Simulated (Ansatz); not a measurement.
Coupled-cluster diagnostics for AlSi4⁺, Ansatz.

Geometry of the singlet (PBE-D4/def2-SVP):

```xyz
5

Al   -0.791    0.589   -0.776
Si   -0.172   -1.116    1.083
Si   -1.411   -1.840   -0.701
Si    1.541    0.097    0.260
Si    0.832    2.271    0.135
```

Correlated methods freeze 25 core orbitals. The geometry of the singlet was relaxed on an unsound state (restricted singlet, unstable towards broken spin symmetry at other levels and untested here). Another isomer (singlet) lies 0.87 eV lower at PBE0-D4/def2-TZVP; other spin states weren't run for this one.

Problem. Estimate the CCSD(T) correlation energy, the shares of MP2 and (T), T1 and the reference's ⟨S²⟩ for: charge 1, singlet, own geometry in def2-TZVPP; and the rough time on 4 threads of Arm Neoverse V1 on a shared host.

Solution. 
```csv
state,basis,correlation (eV),MP2 share (%),(T) share (%),T1,⟨S²⟩ (pure),wall time,remarks
"charge 1, singlet, own geometry",def2-TZVPP,-15.311,86.0,9.0,0.047,0.00 (0.00),31 s,"large T1 (0.047), restricted SCF unstable"
```
Customary marks for T1 are 0.02 (closed shells), 0.045 (open shells) and about 0.05 (3d metals). T1 exceeds 0.02 in 1 of 1 rows and 0.045 in 1; the higher it lies, the less the single-reference result can be trusted.
